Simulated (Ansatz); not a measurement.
Basis-set extrapolation for `OB(O)SC(F)(F)F` (PBE0-D4/def2-TZVP geometry, frozen core, Ansatz 0.2.0). Multiplicity 1, RHF reference.

|  | def2-TZVPP | def2-QZVPP |
| --- | --- | --- |
| HF | -909.672642 | -909.706359 |
| MP2 correlation | -1.638881 | -1.783769 |
| CCSD(T) correlation | -1.719686 | not run |

Energies in hartree. Use E(X) = E(∞) + A·exp(−7.88·√X) for Hartree–Fock and E(X) = E(∞) + B·X^(−2.97) for correlation, with X = 3 and 4, and add CCSD(T) minus MP2 of the smaller set to the MP2 limit.

Question: What is the CCSD(T) energy at the basis-set limit?

Answer: HF limit: -909.706359 + (-0.033717) × 0.13774 = -909.71100. MP2 limit: -1.783769 + (-0.144888) × 0.74074 = -1.89109. Higher-order term: -1.719686 − (-1.638881) = -0.08081. Total: -911.68290 hartree, 762.9 kJ/mol below CCSD(T)/def2-TZVPP.
